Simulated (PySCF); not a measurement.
Isomers of C6H12N2OSi, mass 156.072 u with the commonest isotopes. Level of theory: PBE0/pcSseg-1 in PySCF (dipole) on a GFN2-xTB geometry, gas phase. One conformer each, none proved a minimum here; rigid rotors.

**Question.** Order these by rotational constant C, smallest first.
A. `[CH3:1][NH:2][SiH2:3][CH2:4][CH2:5][c:6]1[n:7][cH:8][cH:9][o:10]1` with C1–N2–Si3–C4 55°, N2–Si3–C4–C5 151°, Si3–C4–C5–C6 55°, C4–C5–C6–N7 92°
B. `[CH3:1][N:2]([CH3:3])[CH2:4][c:5]1[cH:6][n:7][o:8][c:9]1[SiH3:10]` with C1–N2–C4–C5 -77°, N2–C4–C5–C6 148°
C. `[CH3:1][O:2][c:3]1[cH:4][cH:5][n:6][n:7]1[SiH:8]([CH3:9])[CH3:10]` with C1–O2–C3–C4 3°, N6–N7–Si8–C9 115°

**Answer.** A (537.1 MHz), C (659.4 MHz), B (691.1 MHz).

**Question.** Order these by dipole moment, smallest first.
A. `[CH3:1][NH:2][SiH2:3][CH2:4][CH2:5][c:6]1[n:7][cH:8][cH:9][o:10]1` with C1–N2–Si3–C4 55°, N2–Si3–C4–C5 151°, Si3–C4–C5–C6 55°, C4–C5–C6–N7 92°
B. `[CH3:1][O:2][c:3]1[cH:4][cH:5][n:6][n:7]1[SiH:8]([CH3:9])[CH3:10]` with C1–O2–C3–C4 3°, N6–N7–Si8–C9 115°
C. `[CH3:1][N:2]([CH3:3])[CH2:4][c:5]1[cH:6][n:7][o:8][c:9]1[SiH3:10]` with C1–N2–C4–C5 -77°, N2–C4–C5–C6 148°

**Answer.** A (1.61 D), B (2.69 D), C (4.69 D).

**Question.** Order these by radius of gyration √(Σ m r²/M), largest first.
A. `[CH3:1][NH:2][SiH2:3][CH2:4][CH2:5][c:6]1[n:7][cH:8][cH:9][o:10]1` with C1–N2–Si3–C4 55°, N2–Si3–C4–C5 151°, Si3–C4–C5–C6 55°, C4–C5–C6–N7 92°
B. `[CH3:1][N:2]([CH3:3])[CH2:4][c:5]1[cH:6][n:7][o:8][c:9]1[SiH3:10]` with C1–N2–C4–C5 -77°, N2–C4–C5–C6 148°
C. `[CH3:1][O:2][c:3]1[cH:4][cH:5][n:6][n:7]1[SiH:8]([CH3:9])[CH3:10]` with C1–O2–C3–C4 3°, N6–N7–Si8–C9 115°

**Answer.** A (2.535 Å), C (2.270 Å), B (2.246 Å).

```
             SMILES  point group  Ia (u·Å²)  Ib (u·Å²)  Ic (u·Å²)      κ  μa (D)  μb (D)  μc (D)
CN(C)Cc1cnoc1[SiH3]           C1     287.03     555.87     731.23  -0.59    4.36    1.65    0.50
 COc1ccnn1[SiH](C)C           C1     308.89     533.69     766.38  -0.41    1.61    2.15    0.04
  CN[SiH2]CCc1ncco1           C1     187.68     876.95     941.00  -0.96    1.11    1.13    0.27
```
